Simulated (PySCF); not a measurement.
**Calculated NMR parameters of C=CCO[SiH2]C#CC**

```yaml
Formula: C6H10OSi
SMILES: C=CCO[SiH2]C#CC
Point_group_of_the_computed_structure: C1
Degrees_of_unsaturation: 3
Carbon_signals: 6
Proton_signals: 6
```

Atoms are numbered as in `[CH2:1]=[CH:2][CH2:3][O:4][SiH2:5][C:6]#[C:7][CH3:8]` (H(Xn): hydrogen on atom n). Ha(C1) is cis to C3; Hb(C1) is trans to C3.

- geometry: GFN2-xTB
- σ from GIAO-PBE0/pcSseg-1
- code: PySCF
- gas phase, equivalent nuclei averaged, a single conformation, no relativistic terms

Chemical shifts δ = σref − σ; ¹H and ¹³C and ²⁹Si vs TMS; H2O for ¹⁷O, all at this level.

| carbon | δC, type | δH (multiplicity) | HMBC from (2–3 bonds) | span of the C tensor (ppm) |
| --- | --- | --- | --- | --- |
| C1 | 120.8, CH2 | Hb(C1) 5.37 (m); Ha(C1) 5.45 (m) | H(C2), H(C3) | 210 |
| C2 | 148.4, CH | 6.45 (m) | Ha(C1), Hb(C1), H(C3) | 230 |
| C3 | 70.1, CH2 | 4.43 (d) | H(C2), Ha(C1), Hb(C1), H(Si5) | 56 |
| C6 | 84.5, C | – | H(Si5), H(C8) | 255 |
| C7 | 113.2, C | – | H(Si5), H(C8) | 284 |
| C8 | 5.9, CH3 | 2.09 (s) | – | 25 |

Other nuclei:
```tsv
atoms	nucleus	environment	δ (ppm)	σ (ppm)
H(Si5)	¹H	hydrogen on a silicon bonded to C, O	4.99	26.73
Si5	²⁹Si	silicon bonded to C, O, 2 H	-52.5	401.6
O4	¹⁷O	oxygen bonded to C, Si	33.4	302.7
```

Carbon types of the structure: 2 × C, 1 × CH, 2 × CH2, 1 × CH3, leaving 2 H on heteroatoms. δC 148.4: alkene CH; the olefinic region. δC 120.8: terminal =CH2 carbon; an sp2 carbon of a C=C bond. δC 113.2, 84.5: alkyne carbon. δC 70.1: allylic sp3 CH2 bonded to O; deshielded by the electronegative neighbour. δH 6.45: hydrogen on an alkene CH; attached to an sp2 carbon and in the plane of the double bond.

Shifts are as computed. Against solution values, carbons near 30 ppm lie about +3 ppm off and those near 130 ppm about +5 ppm. Of 1211 compounds with measured shifts, 218 miss one by over three times the rms of a fit or turn the order of signals round; such compounds aren't used in these exercises. Experimental scales use liquid or dissolved standards, which lie at an offset from isolated H2O (liquid H2O: subtract about 36 ppm). No couplings were computed; multiplicities are counted from neighbouring protons, with m where these are inequivalent, close in shift, in a saturated or five-membered ring or joined by F or P, and br s for small geminal =CH2 splittings.
